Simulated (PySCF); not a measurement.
Electronic structure of Sb³⁺ (antimony, charge +3) at the UHF level

Configuration: [Kr] 4d10 5s2, closed-shell 1S. All numbers are calculated (PySCF 2.14, a scalar-relativistic core potential, in aug-cc-pVDZ-PP with ECP28MDF).

```json
{
 "Total energy": "-237.483531 hartree",
 "One-electron energy": "-395.6394 hartree",
 "Hartree (Coulomb) energy": "175.8056 hartree",
 "Exchange energy": "-17.6497 hartree",
 "⟨S²⟩": "0.0000",
 "⟨L²⟩": "0.000",
 "Sum of ⟨r⟩": "21.20 bohr",
 "Sum of ⟨r²⟩": "28.06 bohr²"
}
```

| shell | electrons | mean orbital energy (hartree) | rms radius, mean of both spins (bohr) |
| --- | --- | --- | --- |
| 4s | 2 | -7.60960 | 0.848 |
| 4p | 6 | -5.67391 | 0.917 |
| 4d | 10 | -2.69874 | 1.09 |
| 5s | 2 | -1.53882 | 2.19 |

Energies and moments cover only the electrons outside the core potential.
